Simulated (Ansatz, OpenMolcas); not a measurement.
**A ladder of methods for AlNH3OF (SMILES [NH2][Al]([OH])[F])**

The species is AlNH3OF (7 atoms), meant as a singlet with charge 0. As SMILES, `[NH2][Al]([OH])[F]`. The shape is that of a PBE0-D4/def2-TZVP optimisation. This is one conformer, not always the lowest.

Each level gives the HOMO–LUMO gap (eV). The values are calculated.

```tsv
level	kind	program	value (eV)
HF/cc-pVDZ	Hartree–Fock	Ansatz	14.18
M06-L/cc-pVDZ	meta-GGA	OpenMolcas	5.91
TPSS/cc-pVDZ	meta-GGA	OpenMolcas	5.24
r2SCAN/cc-pVDZ	meta-GGA	Ansatz	5.85
M06-2X/cc-pVDZ	hybrid meta-GGA	OpenMolcas	9.55
HSE06/cc-pVDZ	range-separated hybrid	Ansatz	6.60
wB97M-V/cc-pVDZ	range-separated hybrid	Ansatz	11.51
PBE-QIDH/cc-pVDZ	double hybrid	Ansatz	11.56
```

The values span 5.24 to 14.18 eV. Orbital gaps aren't excitation energies, and those of double hybrids come from the SCF part alone; they tend to grow with the share of exact exchange.
